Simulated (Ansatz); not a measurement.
**One elementary step**

Start structure (GaNH₆O, singlet), relaxed at PBE0-D4/def2-TZVP:

```xyz
9
angstrom
Ga -0.8335 -0.5214 0.2030
O -1.2619 1.2304 -0.1483
H -1.0582 -1.5254 -0.9941
H -0.9426 -0.9202 1.7204
H 1.1354 0.9858 -0.1033
N 1.2399 -0.0123 0.0634
H -1.7960 1.3424 -0.9350
H 1.7786 -0.1540 0.9094
H 1.7384 -0.4252 -0.7154
```

The step: GaH₃O ([OH][GaH2]) + NH₃ → GaNH₄ ([NH2][GaH2]) + H₂O (still joined by a long Ga–O bond); bonds formed: O2–H5; dative contacts that become bonds: Ga1–N6; bonds broken: H5–N6; bonds weakened to dative contacts: Ga1–O2. Program: Ansatz 0.2.0. Basis: def2-TZVPP and def2-QZVPP. Cores are frozen in the correlated methods. Filled d shells of the heavier atoms are correlated. The def2 sets are not built for correlating such inner shells, so the correlated values are less sure here. Extrapolation: Hartree–Fock as exp(−7.88 √X), correlation as X^−2.97. Energies below are by CCSD(T) at an estimated basis limit (MP2 extrapolated from triple and quadruple zeta, plus CCSD(T) − MP2 in triple zeta).

Question: What are the electronic barrier and the energy of the step, from the start structure to the end structure? (An estimate is asked for; the value comes from the calculation.)

Answer: Computed: Barrier 75.3 kJ/mol; step energy 54.6 kJ/mol (uphill); reverse barrier, their difference, 20.7 kJ/mol. Barrier and step energy count from the start structure, the reverse barrier from the end structure.

The saddle point: One imaginary mode of 942i cm⁻¹.
```
  pair  start (Å)  saddle (Å)  end (Å)
Ga1–N6       2.14        1.98     1.89
 O2–H5       2.41        1.16     0.99
Ga1–O2       1.84        2.03     2.18
 H5–N6       1.02        1.37     1.95
```

Zero-point energy (harmonic, PBE0-D4): ZPE is 172.3 kJ/mol at the start and 162.0 kJ/mol at the saddle, so the barrier goes from 75.3 to 65.0 kJ/mol.

First-order rate constant out of the start structure at 698 K by transition-state theory, with harmonic vibrational free energies alone and no tunnelling: ΔA‡ = 81.5 kJ/mol, so k = (kB T/h) exp(−ΔA‡/kB T) ≈ 10^7 s⁻¹ (an order of magnitude at best: rotation, the number of equivalent paths and anharmonicity are left out).

No T1 diagnostic of these runs exceeds 0.013.

Labels in which every atom is bracketed show which atoms are joined, not bond orders.

For scale, one of the runs: CCSD(T)/def2-TZVPP, 194 basis functions, launched by `ansatz run in.yaml --threads 4 --pin off --events-out ev --progress --plain --max-ram 9574MiB`. Time: 51 s of wall clock on 4 CPU threads of an Arm Neoverse V1; the host was shared. Peak host memory: 2.3 GiB.
